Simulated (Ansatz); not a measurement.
Stepwise reaction of `[SiH3][O][Sn][O][SiH3]` with ammonia, as a gas-phase model of exchange steps in deposition or etching. ΔE in kJ/mol; ΔG adds harmonic PBE0-D4 terms to CCSD(T)/CBS, at 1 bar.

Calculated with Ansatz (gas phase, PBE0-D4/def2-TZVP geometries, no zero-point term in ΔE). CBS: MP2 limit from def2 TZ/QZ plus the TZ coupled-cluster correction, frozen cores. This one scheme is used for every species. DFT in def2-TZVPP. B3LYP here is the variant with VWN-RPA as its local correlation; programs differ in this. def2 core potentials past Kr. For Sn outer-core shells are correlated without core-valence functions, which leaves a few kJ/mol of doubt a bond. One conformer a species, not always the lowest.

```
step                                                           reaction  PBE-D4  B3LYP-D4  ωB97M-V  CCSD(T)/CBS  ΔG(600 K)
   1  `[SiH3][O][Sn][O][SiH3]` + NH₃ → `[NH2][Sn][O][SiH3]` + `O[SiH3]`    49.2      55.7     50.9         53.8       39.3
   2          `[NH2][Sn][O][SiH3]` + NH₃ → `[NH2][Sn][NH2]` + `O[SiH3]`    56.1      61.3     56.2         59.6       53.6
```

(1) By hand: ΔE of the 2 steps together at CCSD(T)/CBS.

Answers

(1) (53.8) + (59.6) = 113.4 kJ/mol, or 56.7 kJ/mol a step.

In ΔE each step is higher than the one before. All are uphill at CCSD(T)/CBS. ΔG lies between 39.3 and 53.6 kJ/mol a step. PBE-D4 differs from CCSD(T)/CBS by -4.6 to -3.5 kJ/mol a step. Isolated molecules leave out the surface, adducts and barriers. Largest T1 diagnostic: 0.016.
